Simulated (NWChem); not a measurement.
System: C4H4OS; SMILES C1SC=COC=1

Output (shortened):

```
             Northwest Computational Chemistry Package (NWChem) 7.3.0
             --------------------------------------------------------

 CS  symmetry detected

                             Geometry "geometry" -> ""
                             -------------------------

 Output coordinates in angstroms (scale by  1.889725989 to convert to a.u.)

  No.       Tag          Charge          X              Y              Z
 ---- ---------------- ---------- -------------- -------------- --------------
    1 C                    6.0000    -0.04726134     1.00735487    -1.16849400
    2 C                    6.0000    -0.12205301    -0.31552037    -1.31610800
    3 S                   16.0000     0.10082749    -1.47572181     0.00000000
    4 C                    6.0000    -0.12205301    -0.31552037     1.31610800
    5 C                    6.0000    -0.04726134     1.00735487     1.16849400
    6 O                    8.0000     0.19077244     1.67470694     0.00000000
    7 H                    1.0000    -0.19988282     1.69708265    -2.00133100
    8 H                    1.0000    -0.35394076    -0.74114292    -2.29373800
    9 H                    1.0000    -0.35394076    -0.74114292     2.29373800
   10 H                    1.0000    -0.19988282     1.69708265     2.00133100

 Effective nuclear repulsion energy (a.u.)     275.2615642505

      Symmetry information
      --------------------

 Group name             Cs
 Group number              2
 Group order               2
 No. of unique centers     6

  xc_inp: hfexch multiplicative factor not found.

                                 NWChem DFT Module
                                 -----------------

 Summary of "ao basis" -> "ao basis" (spherical)
 ------------------------------------------------------------------------------
       Tag                 Description            Shells   Functions and Types
 ---------------- ------------------------------  ------  ---------------------
 C                         def2-tzvp                11       31   5s3p2d1f
 S                         def2-tzvp                13       37   5s5p2d1f
 O                         def2-tzvp                11       31   5s3p2d1f
 H                         def2-tzvp                 4        6   3s1p

      Symmetry analysis of basis
      --------------------------

        a'        120
        a"         96

            General Information
            -------------------
          SCF calculation type: DFT
          Wavefunction type:  closed shell.
          No. of atoms     :    10
          No. of electrons :    52
           Alpha electrons :    26
            Beta electrons :    26
          Charge           :     0
          Spin multiplicity:     1
          Use of symmetry is: on ; symmetry adaption is: on
          Maximum number of iterations: 150
          AO basis - number of functions:   216
                     number of shells:    84
          Convergence on energy requested:  1.00D-06
          Convergence on density requested:  1.00D-05
          Convergence on gradient requested:  5.00D-04

              XC Information
              --------------
                     Hartree-Fock (Exact) Exchange  1.000

      Superposition of Atomic Density Guess
      -------------------------------------

 Sum of atomic energies:        -624.94835819

      Non-variational initial energy
      ------------------------------

 Total energy =    -628.349278
 1-e energy   =   -1403.585164
 2-e energy   =     499.974322
 HOMO         =      -0.187830
 LUMO         =       0.008390

      Symmetry analysis of molecular orbitals - initial
      -------------------------------------------------

  Numbering of irreducible representations:

     1 a'          2 a"

  Orbital symmetries:

     1 a'          2 a'          3 a'          4 a"          5 a'
     6 a"          7 a'          8 a"          9 a'         10 a'
    11 a'         12 a'         13 a"         14 a'         15 a"
    16 a'         17 a'         18 a"         19 a'         20 a"
    21 a'         22 a"         23 a'         24 a'         25 a"
    26 a'         27 a"         28 a"         29 a'         30 a'
    31 a'         32 a"         33 a'         34 a"         35 a'
    36 a'

------------------------------------------------------------
EAF file 0: "./job.aoints.0" size=695730176 bytes
------------------------------------------------------------
               write      read    awrite     aread      wait
               -----      ----    ------     -----      ----
     calls:     1327         0         0         0         0
   data(b): 6.96e+08  0.00e+00  0.00e+00  0.00e+00
   time(s): 0.00e+00  0.00e+00  0.00e+00  0.00e+00  0.00e+00
rate(mb/s): 0.00e+00  0.00e+00
------------------------------------------------------------

     ---------------------------------------------
      Total Density - Mulliken Population Analysis
     ---------------------------------------------

    Atom       Charge   Shell Charges
 -----------   ------   -------------------------------------------------------
    1 C    6     5.87   0.86  1.12  0.55  0.60  0.09  1.10  1.11  0.32  0.03  0.08  0.01
    2 C    6     6.25   0.86  1.12  0.56  0.64  0.08  1.18  1.35  0.39  0.02  0.06  0.01
    3 S   16    16.01   2.01  0.49  1.48  1.07  0.73  4.18  1.69  0.88  2.28  1.07  0.03  0.08  0.01
    4 C    6     6.25   0.86  1.12  0.56  0.64  0.08  1.18  1.35  0.39  0.02  0.06  0.01
    5 C    6     5.87   0.86  1.12  0.55  0.60  0.09  1.10  1.11  0.32  0.03  0.08  0.01
    6 O    8     8.41   0.79  1.18  0.58  0.94  0.23  1.91  2.10  0.64  0.00  0.03  0.00
    7 H    1     0.85   0.24  0.45  0.13  0.02
    8 H    1     0.82   0.23  0.44  0.12  0.02
    9 H    1     0.82   0.23  0.44  0.12  0.02
   10 H    1     0.85   0.24  0.45  0.13  0.02

[...]
```

Level: Hartree-Fock/def2-TZVP. All runs use the structure optimised with PBE0/def2-SVP.

Q: Reconstruct the input file.

A: Several could match; the one computed here: the input that was run:
```
start job
memory heap 200 mb stack 900 mb global 1100 mb
geometry units angstroms noautoz
  C     -0.031636    -1.168494     1.007648
  C     -0.097052    -1.316108    -0.315724
  S      0.134044    -0.000000    -1.474317
  C     -0.097052     1.316108    -0.315724
  C     -0.031636     1.168494     1.007648
  O      0.201663     0.000000     1.676670
  H     -0.189141    -2.001331     1.696277
  H     -0.325918    -2.293738    -0.742979
  H     -0.325918     2.293738    -0.742979
  H     -0.189141     2.001331     1.696277
end
basis spherical
  * library def2-tzvp
end
dft
  xc hfexch
  iterations 150
  semidirect filesize 400000000
  mulliken
end
task dft energy
```
